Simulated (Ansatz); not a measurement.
Li3Br4. The state is a doublet with charge 0. Geometry r2SCAN-D4/def2-SVP, basis def2-TZVP, Ansatz.

```csv
atom,x (Å),y (Å),z (Å)
Li1,-0.1469,-1.4269,-0.8955
Li2,0.7588,-0.0924,1.8840
Li3,-1.3021,1.0353,-0.3078
Br4,-1.1600,0.0422,-2.4544
Br5,1.0061,2.0127,0.5450
Br6,2.2343,-0.6092,-0.0768
Br7,-1.3902,-0.9618,1.3054
```

```tsv
run	HOMO (eV)	LUMO (eV)
A	-6.04	-6.04
B	-6.35	-6.00
C	-7.28	-5.27
D	-9.98	-3.26
```

LC-ωPBE has ω = 0.4 bohr⁻¹. HOMO above LUMO, or a gap near zero within one spin, warns that the state may not be the lowest or that an electron is smeared out. In the doublet, Br5 and Br6 lie 2.96 Å apart (atoms count from 1), so these atoms are partly bonded to each other. Another isomer (doublet) lies 0.08 eV lower at PBE0-D4/def2-TZVP; other spin states weren't run for this one.

HOMO and LUMO are taken over both spins.

The runs used LC-ωPBE, PBE, PBE0, r2SCAN. Estimate which is which.

A PBE (0 % exact exchange); B r2SCAN (0 % exact exchange); C PBE0 (25 % exact exchange); D LC-ωPBE (range-separated). Exact exchange lowers occupied and raises empty levels; among semilocal functionals meta-GGAs tend to open the gap a little, and such runs are hard to tell apart. The gap grows from 0.00 eV (PBE) to 6.72 eV (LC-ωPBE). At PBE-D4/def2-TZVP the gap within one spin of the charge 0 doublet nearly closes, so an electron or hole may be smeared out by delocalisation error.
